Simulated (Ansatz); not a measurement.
Geometry optimisation, RKS PBE/STO-3G (Ansatz 0.2.0).

The input (input.yaml):

```yaml
crystal:
  periodic: [false, false, false]
  atoms:
    - { symbol: C, position_ang: [0.6284, -2.1987, -0.3898] }
    - { symbol: Si, position_ang: [1.471, -0.6449, -1.0329] }
    - { symbol: B, position_ang: [0.3555, 0.9292, -0.6938] }
    - { symbol: Cl, position_ang: [-0.0993, 1.9853, -2.0957] }
    - { symbol: C, position_ang: [-0.0097, 1.2985, 0.7948] }
    - { symbol: Si, position_ang: [-1.8497, 1.0912, 1.0594] }
    - { symbol: H, position_ang: [1.2197, -3.0541, -0.5982] }
    - { symbol: H, position_ang: [-0.3587, -2.2298, -0.9251] }
    - { symbol: H, position_ang: [0.4158, -2.0383, 0.7327] }
    - { symbol: H, position_ang: [1.7023, -0.7704, -2.4555] }
    - { symbol: H, position_ang: [2.7541, -0.5094, -0.3174] }
    - { symbol: H, position_ang: [0.2826, 2.3693, 1.0305] }
    - { symbol: H, position_ang: [0.4772, 0.6766, 1.5123] }
    - { symbol: H, position_ang: [-2.2315, -0.3138, 0.8067] }
    - { symbol: H, position_ang: [-2.5886, 1.9427, 0.1487] }
    - { symbol: H, position_ang: [-2.1921, 1.444, 2.4675] }
basis:
  gaussian: { orbitals: STO-3G }
hamiltonian:
  xc: pbe
relax:
  f_tol: 0.02
  max_steps: 40
```

Launched with:

```bash
$ ansatz run input.yaml --threads 1 --pin off --max-ram 2048MiB --backend cpu --events-out ev --progress --plain --runs-dir out
```

Problem. Where does it end, and by what steps?

Solution. It converged. The force dipped under the threshold on the way, but the program's further checks kept it going. Limits of this set-up: minimal basis. After 30 steps the energy has fallen by 0.383 eV; Cl4 moved furthest, 1.20 Å.

```
step  energy less start (eV)  largest force component (eV/Å)  accepted
   0                  0.0000                           2.587       yes
   2                 -0.3358                           0.476       yes
   4                 -0.3530                           0.046       yes
   6                 -0.3615                           0.205       yes
   8                 -0.3644                           0.009       yes
  10                 -0.3654                           0.152       yes
  12                 -0.3681                           0.074       yes
  14                 -0.3705                           0.159       yes
  16                 -0.3742                           0.046       yes
  18                 -0.3775                           0.077       yes
  20                 -0.3798                           0.034       yes
  22                 -0.3808                           0.043       yes
  24                 -0.3818                           0.047       yes
  26                 -0.3826                           0.020       yes
  28                 -0.3830                           0.047       yes
  30                 -0.3833                           0.014       yes
```

```xyz
16
Properties=species:S:1:pos:R:3
C 0.829 -2.122 -0.057
Si 1.212 -0.675 -1.205
B 0.606 1.065 -0.480
Cl 0.809 2.526 -1.526
C -0.068 1.271 0.906
Si -1.954 1.033 0.729
H 1.205 -3.070 -0.477
H -0.256 -2.235 0.102
H 1.299 -1.987 0.932
H 0.593 -0.925 -2.502
H 2.654 -0.623 -1.428
H 0.089 2.282 1.325
H 0.272 0.523 1.646
H -2.244 -0.291 0.203
H -2.504 2.038 -0.167
H -2.564 1.168 2.044
```

The run took 92 s on 1 thread of Intel(R) Xeon(R) Platinum 8559C (Emerald Rapids) (shared host), peak memory 0.18 GiB.
